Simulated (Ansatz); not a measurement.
Reaction (formal exchange of groups at the Si–C bond): `C[Si](F)(F)C=O` + `CCCI` → `C[Si](F)(F)I` + `CCCC=O`

Isolated molecules relaxed with PBE0-D4/def2-TZVP in Ansatz; ΔE leaves out vibrations. CCSD(T)/CBS adds triple-zeta CCSD(T) − MP2 to the extrapolated MP2 energy (def2 sets, frozen cores). DFT in def2-TZVPP. def2 core potentials past Kr. For I outer-core shells are correlated without core-valence functions, which leaves a few kJ/mol of doubt a bond. One conformer a species, not always the lowest.

```
          level  ΔE (eV)
      r2SCAN-D4    -1.53
        PBE0-D4    -1.51
           PBE0    -1.51
  HF/def2-TZVPP    -1.53
 MP2/def2-TZVPP    -1.45
CCSD/def2-TZVPP    -1.40
  HF/def2-QZVPP    -1.53
   HF/CBS(def2)    -1.53
```

(1) What does CCSD(T)/CBS give? (Estimate.)

Largest T1 diagnostic among the species: 0.013.

Answers

(1) The calculation gave: -1.41 eV. The listed levels differ from it by -0.12, -0.10, -0.10, -0.12, -0.04, 0.01, -0.12, -0.12 eV.

From PBE to PBE0 (25 % exact exchange), in def2-TZVPP and without D4, ΔE moves by −0.08 eV. In def2-TZVPP, CCSD(T) changes the Hartree–Fock value by +0.14 eV (the triples alone add +0.02 eV) and MP2 by +0.08 eV.
